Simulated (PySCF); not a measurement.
Positional isomers: benzothiophene boryl+boryl. Isolated molecules, 0 K electronic values unless said otherwise. One relaxed conformer stands for each flexible species; it need not be the lowest. Strings in code marks are SMILES.

Method: PBE-D3(BJ)/def2-TZVP // PBE0-D4/def2-SVP (PySCF). Excitations are Tamm–Dancoff values on a coarser integration grid. The basis has no diffuse functions, so Rydberg states are missing or too high.

```csv
species,T1 excitation (TDA) (eV),HOMO–LUMO gap (eV)
`Bc1cc(B)c2ccsc2c1`,2.52,2.75
`Bc1cc(B)c2sccc2c1`,2.48,2.71
`c12c(cccc1B)cc(B)s2`,2.30,…
`Bc1ccc2c(B)csc2c1`,2.71,2.97
`c1c2cc(B)sc2ccc1B`,…,2.66
`Bc1csc2c(B)cccc12`,2.68,…
```

Q: Complete the blanks.

A: 
- `c12c(cccc1B)cc(B)s2`, HOMO–LUMO gap (eV): 2.55
- `c1c2cc(B)sc2ccc1B`, T1 excitation (TDA) (eV): 2.38
- `Bc1csc2c(B)cccc12`, HOMO–LUMO gap (eV): 2.94
